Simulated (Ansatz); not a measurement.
These are PBE0-D3(BJ)/def2-SVP in Ansatz (a first-principles code) values and carry that method's errors. No frequencies were computed at this level.

Ansatz 0.2 input:
```yaml
crystal:
  periodic: [false, false, false]
  atoms:
    - { symbol: Ga, position_ang: [0.13015, 0.379808, -0.143987] }
    - { symbol: C, position_ang: [0.20148, 0.201784, -2.18018] }
    - { symbol: H, position_ang: [0.799434, 1.01537, -2.602999] }
    - { symbol: H, position_ang: [-0.787624, 0.26908, -2.643969] }
    - { symbol: H, position_ang: [0.66585, -0.731549, -2.513782] }
    - { symbol: C, position_ang: [-1.029485, 1.877139, 0.633737] }
    - { symbol: H, position_ang: [-2.089385, 1.73334, 0.402979] }
    - { symbol: H, position_ang: [-0.743079, 2.840046, 0.200937] }
    - { symbol: H, position_ang: [-0.938922, 1.982124, 1.719177] }
    - { symbol: C, position_ang: [1.703543, -0.345604, 0.945633] }
    - { symbol: H, position_ang: [1.986089, -1.352027, 0.621788] }
    - { symbol: H, position_ang: [1.49883, -0.390037, 2.019726] }
    - { symbol: H, position_ang: [2.588228, 0.284701, 0.819349] }
    - { symbol: C, position_ang: [-1.725523, -2.334541, -0.572126] }
    - { symbol: O, position_ang: [-1.282194, -1.308421, 0.287366] }
    - { symbol: C, position_ang: [-1.686471, -1.487581, 1.626861] }
    - { symbol: H, position_ang: [-2.820319, -2.375058, -0.592745] }
    - { symbol: H, position_ang: [-1.34815, -2.096008, -1.564158] }
    - { symbol: H, position_ang: [-1.334297, -3.306712, -0.253001] }
    - { symbol: H, position_ang: [-1.279915, -0.645768, 2.186257] }
    - { symbol: H, position_ang: [-1.29137, -2.425174, 2.032328] }
    - { symbol: H, position_ang: [-2.77916, -1.490446, 1.705331] }
basis:
  gaussian: { orbitals: def2-svp }
hamiltonian:
  xc: pbe0
  dispersion: d3bj
relax:
  max_steps: 150
```

Output:

```
[...]
these checks for a lower state are left out or cut short: starts, cluster_reference, orbital_swaps, neighbouring_geometries, increment
2118 factors; integrals over basis functions are off by at most 5.1e-4 eV
mean field -59826.99847908 eV, -2198.6016419100 hartree, gradient 7.7e-6 eV, S^2 0.000000; 0 other end points of the search recorded, 0 dependent functions left out
reference -59826.99851399 eV, -2198.6016431932 hartree; 42, 42 occupied and 149, 149 virtual orbitals, 2118 factors
relax step   5: F+E_penalty+E_count = -59827.43093007 eV  Δ(F+E_penalty+E_count) = -2.200e-3 eV  max|allowed force component| = 1.046e-1 eV/Å  Δτ_max = 0.0809 Å  (29 SCF iters, accepted)
these checks for a lower state are left out or cut short: starts, cluster_reference, orbital_swaps, neighbouring_geometries, increment
2118 factors; integrals over basis functions are off by at most 5.1e-4 eV
mean field -59826.99985608 eV, -2198.6016925141 hartree, gradient 8.3e-6 eV, S^2 0.000000; 0 other end points of the search recorded, 0 dependent functions left out
reference -59826.99989103 eV, -2198.6016937984 hartree; 42, 42 occupied and 149, 149 virtual orbitals, 2118 factors
relax step   6: F+E_penalty+E_count = -59827.43282186 eV  Δ(F+E_penalty+E_count) = -1.892e-3 eV  max|allowed force component| = 1.387e-1 eV/Å  Δτ_max = 0.0658 Å  (29 SCF iters, accepted)
these checks for a lower state are left out or cut short: starts, cluster_reference, orbital_swaps, neighbouring_geometries, increment
2118 factors; integrals over basis functions are off by at most 5.1e-4 eV
mean field -59827.00174934 eV, -2198.6017620902 hartree, gradient 8.3e-6 eV, S^2 0.000000; 0 other end points of the search recorded, 0 dependent functions left out
reference -59827.00178428 eV, -2198.6017633741 hartree; 42, 42 occupied and 149, 149 virtual orbitals, 2118 factors
relax step   7: F+E_penalty+E_count = -59827.43536623 eV  Δ(F+E_penalty+E_count) = -2.544e-3 eV  max|allowed force component| = 1.338e-1 eV/Å  Δτ_max = 0.0621 Å  (28 SCF iters, accepted)
these checks for a lower state are left out or cut short: starts, cluster_reference, orbital_swaps, neighbouring_geometries, increment
2118 factors; integrals over basis functions are off by at most 5.1e-4 eV
mean field evaluation 64: about -59827.0020 eV, gradient 9.1e-6 eV
mean field -59827.00200547 eV, -2198.6017715025 hartree, gradient 9.1e-6 eV, S^2 0.000000; 0 other end points of the search recorded, 0 dependent functions left out
reference -59827.00204030 eV, -2198.6017727827 hartree; 42, 42 occupied and 149, 149 virtual orbitals, 2118 factors
relax step   8: F+E_penalty+E_count = -59827.43766519 eV  Δ(F+E_penalty+E_count) = -2.299e-3 eV  max|allowed force component| = 1.745e-1 eV/Å  Δτ_max = 0.0990 Å  (29 SCF iters, accepted)
these checks for a lower state are left out or cut short: starts, cluster_reference, orbital_swaps, neighbouring_geometries, increment
2118 factors; integrals over basis functions are off by at most 5.1e-4 eV
mean field -59827.00388268 eV, -2198.6018404887 hartree, gradient 8.6e-6 eV, S^2 0.000000; 0 other end points of the search recorded, 0 dependent functions left out
reference -59827.00391753 eV, -2198.6018417694 hartree; 42, 42 occupied and 149, 149 virtual orbitals, 2118 factors
relax step   9: F+E_penalty+E_count = -59827.43957424 eV  Δ(F+E_penalty+E_count) = -1.909e-3 eV  max|allowed force component| = 1.653e-1 eV/Å  Δτ_max = 0.0617 Å  (28 SCF iters, accepted)
these checks for a lower state are left out or cut short: starts, cluster_reference, orbital_swaps, neighbouring_geometries, increment
2118 factors; integrals over basis functions are off by at most 5.1e-4 eV
mean field -59827.00537330 eV, -2198.6018952679 hartree, gradient 8.9e-6 eV, S^2 0.000000; 0 other end points of the search recorded, 0 dependent functions left out
reference -59827.00540803 eV, -2198.6018965445 hartree; 42, 42 occupied and 149, 149 virtual orbitals, 2118 factors
relax step  10: F+E_penalty+E_count = -59827.44268464 eV  Δ(F+E_penalty+E_count) = -3.110e-3 eV  max|allowed force component| = 1.259e-1 eV/Å  Δτ_max = 0.0617 Å  (28 SCF iters, accepted)
these checks for a lower state are left out or cut short: starts, cluster_reference, orbital_swaps, neighbouring_geometries, increment
2118 factors; integrals over basis functions are off by at most 5.1e-4 eV
mean field -59827.00684704 eV, -2198.6019494271 hartree, gradient 7.9e-6 eV, S^2 0.000000; 0 other end points of the search recorded, 0 dependent functions left out
reference -59827.00688161 eV, -2198.6019506975 hartree; 42, 42 occupied and 149, 149 virtual orbitals, 2118 factors
relax step  11: F+E_penalty+E_count = -59827.44545027 eV  Δ(F+E_penalty+E_count) = -2.766e-3 eV  max|allowed force component| = 9.262e-2 eV/Å  Δτ_max = 0.0864 Å  (27 SCF iters, accepted)
these checks for a lower state are left out or cut short: starts, cluster_reference, orbital_swaps, neighbouring_geometries, increment
2118 factors; integrals over basis functions are off by at most 5.2e-4 eV
mean field -59827.00738585 eV, -2198.6019692279 hartree, gradient 8.8e-6 eV, S^2 0.000000; 0 other end points of the search recorded, 0 dependent functions left out
reference -59827.00742031 eV, -2198.6019704944 hartree; 42, 42 occupied and 149, 149 virtual orbitals, 2118 factors
relax step  12: F+E_penalty+E_count = -59827.44709933 eV  Δ(F+E_penalty+E_count) = -1.649e-3 eV  max|allowed force component| = 8.313e-2 eV/Å  Δτ_max = 0.0874 Å  (28 SCF iters, accepted)
these checks for a lower state are left out or cut short: starts, cluster_reference, orbital_swaps, neighbouring_geometries, increment
2118 factors; integrals over basis functions are off by at most 5.2e-4 eV
mean field evaluation 96: about -59827.0081 eV, gradient 1.5e-1 eV
mean field -59827.00819290 eV, -2198.6019988865 hartree, gradient 8.8e-6 eV, S^2 0.000000; 0 other end points of the search recorded, 0 dependent functions left out
reference -59827.00822734 eV, -2198.6020001520 hartree; 42, 42 occupied and 149, 149 virtual orbitals, 2118 factors
relax step  13: F+E_penalty+E_count = -59827.44819277 eV  Δ(F+E_penalty+E_count) = -1.093e-3 eV  max|allowed force component| = 1.001e-1 eV/Å  Δτ_max = 0.0601 Å  (29 SCF iters, accepted)
these checks for a lower state are left out or cut short: starts, cluster_reference, orbital_swaps, neighbouring_geometries, increment
2118 factors; integrals over basis functions are off by at most 5.2e-4 eV
mean field -59827.00876477 eV, -2198.6020199022 hartree, gradient 8.6e-6 eV, S^2 0.000000; 0 other end points of the search recorded, 0 dependent functions left out
reference -59827.00879918 eV, -2198.6020211669 hartree; 42, 42 occupied and 149, 149 virtual orbitals, 2118 factors
relax step  14: F+E_penalty+E_count = -59827.44913972 eV  Δ(F+E_penalty+E_count) = -9.470e-4 eV  max|allowed force component| = 1.001e-1 eV/Å  Δτ_max = 0.0612 Å  (29 SCF iters, accepted)
these checks for a lower state are left out or cut short: starts, cluster_reference, orbital_swaps, neighbouring_geometries, increment
2118 factors; integrals over basis functions are off by at most 5.2e-4 eV
mean field -59827.00905348 eV, -2198.6020305121 hartree, gradient 7.9e-6 eV, S^2 0.000000; 0 other end points of the search recorded, 0 dependent functions left out
reference -59827.00908785 eV, -2198.6020317751 hartree; 42, 42 occupied and 149, 149 virtual orbitals, 2118 factors
relax step  15: F+E_penalty+E_count = -59827.44964119 eV  Δ(F+E_penalty+E_count) = -5.015e-4 eV  max|allowed force component| = 6.724e-2 eV/Å  Δτ_max = 0.0886 Å  (28 SCF iters, accepted)
these checks for a lower state are left out or cut short: starts, cluster_reference, orbital_swaps, neighbouring_geometries, increment
2118 factors; integrals over basis functions are off by at most 5.2e-4 eV
mean field -59827.00977723 eV, -2198.6020571095 hartree, gradient 8.1e-6 eV, S^2 0.000000; 0 other end points of the search recorded, 0 dependent functions left out
reference -59827.00981160 eV, -2198.6020583727 hartree; 42, 42 occupied and 149, 149 virtual orbitals, 2118 factors
relax step  16: F+E_penalty+E_count = -59827.45016633 eV  Δ(F+E_penalty+E_count) = -5.251e-4 eV  max|allowed force component| = 9.748e-2 eV/Å  Δτ_max = 0.0333 Å  (29 SCF iters, accepted)
these checks for a lower state are left out or cut short: starts, cluster_reference, orbital_swaps, neighbouring_geometries, increment
2118 factors; integrals over basis functions are off by at most 5.2e-4 eV
mean field evaluation 128: about -59827.0101 eV, gradient 8.2e-6 eV
mean field -59827.01010514 eV, -2198.6020691599 hartree, gradient 8.2e-6 eV, S^2 0.000000; 0 other end points of the search recorded, 0 dependent functions left out
reference -59827.01013951 eV, -2198.6020704229 hartree; 42, 42 occupied and 149, 149 virtual orbitals, 2118 factors
relax step  17: F+E_penalty+E_count = -59827.45049880 eV  Δ(F+E_penalty+E_count) = -3.325e-4 eV  max|allowed force component| = 6.667e-2 eV/Å  Δτ_max = 0.0232 Å  (30 SCF iters, accepted)
these checks for a lower state are left out or cut short: starts, cluster_reference, orbital_swaps, neighbouring_geometries, increment
2118 factors; integrals over basis functions are off by at most 5.2e-4 eV
mean field -59827.01075183 eV, -2198.6020929254 hartree, gradient 7.9e-6 eV, S^2 0.000000; 0 other end points of the search recorded, 0 dependent functions left out
reference -59827.01078621 eV, -2198.6020941888 hartree; 42, 42 occupied and 149, 149 virtual orbitals, 2118 factors
relax step  18: F+E_penalty+E_count = -59827.45059202 eV  Δ(F+E_penalty+E_count) = -9.323e-5 eV  max|allowed force component| = 3.217e-2 eV/Å  Δτ_max = 0.0537 Å  (28 SCF iters, accepted)
these checks for a lower state are left out or cut short: starts, cluster_reference, orbital_swaps, neighbouring_geometries, increment
2118 factors; integrals over basis functions are off by at most 5.2e-4 eV
mean field -59827.01055591 eV, -2198.6020857254 hartree, gradient 1.8e-5 eV, S^2 0.000000; 0 other end points of the search recorded, 0 dependent functions left out
reference -59827.01059027 eV, -2198.6020869883 hartree; 42, 42 occupied and 149, 149 virtual orbitals, 2118 factors
relax step  19: F+E_penalty+E_count = -59827.45075944 eV  Δ(F+E_penalty+E_count) = -1.674e-4 eV  max|allowed force component| = 1.295e-2 eV/Å  Δτ_max = 0.0071 Å  (22 SCF iters, accepted)
these checks for a lower state are left out or cut short: starts, cluster_reference, orbital_swaps, neighbouring_geometries, increment
2118 factors; integrals over basis functions are off by at most 5.2e-4 eV
mean field -59827.01062940 eV, -2198.6020884263 hartree, gradient 2.5e-5 eV, S^2 0.000000; 0 other end points of the search recorded, 0 dependent functions left out
reference -59827.01066378 eV, -2198.6020896895 hartree; 42, 42 occupied and 149, 149 virtual orbitals, 2118 factors
relax step  20: F+E_penalty+E_count = -59827.45078900 eV  Δ(F+E_penalty+E_count) = -2.956e-5 eV  max|allowed force component| = 4.730e-3 eV/Å  Δτ_max = 0.0042 Å  (22 SCF iters, accepted)
2118 factors; integrals over basis functions are off by at most 5.2e-4 eV
mean field evaluation 160: about -59827.0106 eV, gradient 2.2e-3 eV
mean field -59827.01062940 eV, -2198.6020884263 hartree, gradient 2.5e-5 eV, S^2 0.000000; 1 other end points of the search recorded, 0 dependent functions left out
reference -59827.01066378 eV, -2198.6020896895 hartree; 42, 42 occupied and 149, 149 virtual orbitals, 2118 factors
Total energy: -59827.45082338 eV, -2198.6182652564 hartree
Atom 0 at     0.070016     0.352650    -0.172223 Å, force    -0.000201     0.000374     0.000202 eV/Å
Atom 1 at     0.021057     0.272655    -2.158243 Å, force     0.000117     0.000717    -0.000239 eV/Å
Atom 2 at     0.537464     1.155410    -2.571515 Å, force    -0.000384    -0.000389     0.000372 eV/Å
Atom 3 at    -1.011807     0.302452    -2.542266 Å, force     0.000434    -0.000125     0.000519 eV/Å
Atom 4 at     0.522497    -0.615030    -2.576231 Å, force    -0.000259     0.000046     0.000185 eV/Å
Atom 5 at    -0.836394     1.888670     0.706454 Å, force     0.000066    -0.000351    -0.000492 eV/Å
Atom 6 at    -1.897540     1.954853     0.415337 Å, force     0.000023     0.000148    -0.000221 eV/Å
Atom 7 at    -0.360248     2.828981     0.381424 Å, force     0.000827     0.000713     0.000283 eV/Å
Atom 8 at    -0.778245     1.864594     1.806523 Å, force     0.000136    -0.000061    -0.000124 eV/Å
Atom 9 at     1.543597    -0.575992     0.790311 Å, force     0.002193    -0.001239     0.000561 eV/Å
Atom 10 at     1.762331    -1.568910     0.364219 Å, force    -0.000391     0.001163     0.000216 eV/Å
Atom 11 at     1.330846    -0.702602     1.864499 Å, force    -0.000254     0.000593    -0.002146 eV/Å
Atom 12 at     2.473410     0.012860     0.717169 Å, force    -0.000853    -0.000279     0.000707 eV/Å
Atom 13 at    -1.362163    -2.394849    -0.450437 Å, force     0.001028    -0.001488    -0.001699 eV/Å
Atom 14 at    -1.474984    -1.162290     0.223659 Å, force    -0.002068    -0.000684     0.001973 eV/Å
Atom 15 at    -1.934561    -1.280647     1.550926 Å, force     0.001496    -0.000983    -0.004730 eV/Å
Atom 16 at    -2.342805    -2.898644    -0.490087 Å, force     0.000307    -0.000323     0.000371 eV/Å
Atom 17 at    -1.020397    -2.182377    -1.470466 Å, force    -0.001091     0.000648     0.002198 eV/Å
Atom 18 at    -0.632813    -3.055890     0.049674 Å, force    -0.000182     0.000951     0.000112 eV/Å
Atom 19 at    -2.004344    -0.268385     1.966514 Å, force     0.000093     0.001033     0.000629 eV/Å
Atom 20 at    -1.236051    -1.879706     2.160914 Å, force    -0.000320     0.000153     0.000991 eV/Å
Atom 21 at    -2.931156    -1.753337     1.568369 Å, force    -0.000718    -0.000616     0.000329 eV/Å
Dipole moment:    -0.425766    -0.605413     0.213470 e Å
```

Cost: around 7 core-minutes (rough).
